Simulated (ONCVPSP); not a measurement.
## What the settings do to the ONCV potential of V

Base potential:

vanadium (V), optimised norm-conserving Vanderbilt (ONCV), made with ONCVPSP 4.0.1 (PBEsol, scalar-relativistic). Core [Ar], reference 3d3 4s2. Waves: 4s: rc 2.30 bohr, ncon 3, nbas 8, qcut 2.7 1/bohr, 2 projectors, debl 3.2 Ha; p scattering state at 0.05 Ha: rc 2.35 bohr, ncon 3, nbas 7, qcut 3.9 1/bohr, 2 projectors, debl 1.5 Ha; 3d: rc 1.85 bohr, ncon 5, nbas 10, qcut 9.3 1/bohr, 1 projector. Local part: polynomial inside 1.60 bohr (lpopt 5, dvloc0 0 Ha). Core correction: Teter function, fcfact 5, rcfact 1.2.

Cutoffs, loose and tight: the cutoffs (Ha) at which the residual kinetic energy of the hardest occupied pseudo-wave falls to 1 and 0.1 mHa per electron. They do not see the model core or the augmentation charge, which bear on the density cutoff. Test errors are all-electron minus pseudo excitation energies from the reference, over the configurations 3d3 4s1; 3d3 4s0; 3d2 4s0; 3d4 4s0. A dash means not determined; rows that change the core or the reference have their own tests.

A true bound ghost makes a file unfit for plane-wave use even where its test errors are small: the radial tests pick states by their node count and pass the ghost by.

| change | outcome | cutoff, loose | cutoff, tight | bound ghosts | GHOST(+) flags above zero | largest test error (meV) |
| --- | --- | --- | --- | --- | --- | --- |
| base | generated | 32 Ha | 36 Ha | none | s, p | -179 |
| all radii but the core radius scaled by about 0.77 (s 1.78, p 1.82, d 1.42 bohr); local potential polynomial inside 1.24 bohr (lpopt 5, dvloc0 0 Ha) | generated | 58 Ha | 91 Ha | p | s | -159 |
| all radii but the core radius scaled by about 0.92 (s 2.12, p 2.16, d 1.70 bohr); local potential polynomial inside 1.48 bohr (lpopt 5, dvloc0 0 Ha) | generated | 34 Ha | 39 Ha | p | s | -193 |
| all radii but the core radius scaled by about 1.09 (s 2.50, p 2.56, d 2.02 bohr); local potential polynomial inside 1.74 bohr (lpopt 5, dvloc0 0 Ha) | generated | 29 Ha | 34 Ha | none | s | -154 |
| all radii but the core radius scaled by about 1.22 (s 2.80, p 2.86, d 2.26 bohr); local potential polynomial inside 1.96 bohr (lpopt 5, dvloc0 0 Ha) | generated | 26 Ha | 31 Ha | none | s | -106 |
| all radii but the core radius scaled by about 1.29 (s 2.96, p 3.02, d 2.38 bohr); local potential polynomial inside 2.06 bohr (lpopt 5, dvloc0 0 Ha) | generated | 25 Ha | 29 Ha | none | s | -140 |

Reading the sweep of the scale of all radii but the core radius (base = 1) (base included, trends over the rows without a ghost): The loose cutoff falls from 32 Ha at 1 to 25 Ha at 1.29. A larger radius leaves more room for a smooth pseudo-wave, so fewer plane waves are needed; a smaller one forces it to follow the all-electron wave where it bends sharply. The median size of the test errors (rows with all tests solved) is not monotonic: lowest 41.7 meV at 1.29, highest 60.5 meV at 1.22. Bound ghosts are found at 0.77, 0.92.
